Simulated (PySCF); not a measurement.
## Calculated NMR parameters of C=C/C(OC)=P\C1CC1

- Formula: C7H11OP
- SMILES: C=C/C(OC)=P\C1CC1
- Point group of the computed structure: C1
- Carbon signals: 6
- Proton signals: 7

Numbering as in the mapped SMILES `[CH2:1]=[CH:2]/[C:3]([O:4][CH3:5])=[P:6]\[CH:7]1[CH2:8][CH2:9]1`; H(Xn) means a hydrogen on atom n. Ha(C1) is cis to C3; Ha(C8), Ha(C9) are cis to P6 on the ring; Hb(C1) is trans to C3; Hb(C8), Hb(C9) are trans to P6 on the ring.

[PySCF 2.14: geometry from GFN2-xTB; NMR shieldings at PBE0/pcSseg-1/GIAO; no solvent model; equivalent nuclei averaged; no relativistic terms; one computed conformer]

Scale: TMS for 1H (31.72 ppm), 13C (186.93 ppm); 31P (318.38 ppm) against H3PO4; 17O (336.08 ppm) vs H2O (reference shieldings calculated alike).

| carbon | δC, type | δH (multiplicity) | HMBC from (2–3 bonds) | span of the C tensor (ppm) |
| --- | --- | --- | --- | --- |
| C1 | 119.9, CH2 | Hb(C1) 5.39 (m); Ha(C1) 5.93 (m) | H(C2) | 209 |
| C2 | 137.5, CH | 7.59 (m) | Ha(C1), Hb(C1) | 220 |
| C3 | 224.5, C | – | H(C2), Ha(C1), Hb(C1), H(C5), H(C7) | 324 |
| C5 | 59.6, CH3 | 4.11 (s) | – | 73 |
| C7 | 8.8, CH | 1.11 (m) | Hb(C8)/Hb(C9), Ha(C8)/Ha(C9) | 75 |
| C8/C9 | 9.0, CH2 | Ha(C8) 0.49 (m); Hb(C8) 0.98 (m) | H(C7), Hb(C8)/Hb(C9), Ha(C8)/Ha(C9) | 63 |

Other nuclei:
```json
{"atoms": "P6", "nucleus": "31P", "environment": "phosphorus bonded to 2 C", "δ (ppm)": "169.9", "σ (ppm)": "148.5"}
{"atoms": "O4", "nucleus": "17O", "environment": "ether oxygen", "δ (ppm)": "175.3", "σ (ppm)": "160.8"}
```

- δC 224.5: carbon double-bonded to a heavier main-group atom.
- δC 137.5: alkene CH; as expected for a trigonal carbon in a double bond.
- δC 119.9: terminal =CH2 carbon; as expected for a trigonal carbon in a double bond.
- δC 59.6: methyl carbon bonded to O; pulled downfield by the heteroatom.
- δH 4.11: hydrogen on a methyl carbon bonded to O; its carbon carries O, an electronegative neighbour.

Splittings by 31P in the carbon and heteronuclear signals aren't shown, as no couplings were computed. Shifts are as computed. Against solution values, carbons near 30 ppm lie about +3 ppm off and those near 130 ppm about +5 ppm. Of 1211 compounds with measured shifts, 218 miss one by over three times the rms of a fit or turn the order of signals round; such compounds aren't used in these exercises. Experimental scales use liquid or dissolved standards, which lie at an offset from isolated H2O (liquid H2O: subtract about 36 ppm) and H3PO4. Multiplicities follow the n + 1 count of equivalent neighbours, as no J values were calculated; m marks all less simple cases, F and P coupling included.
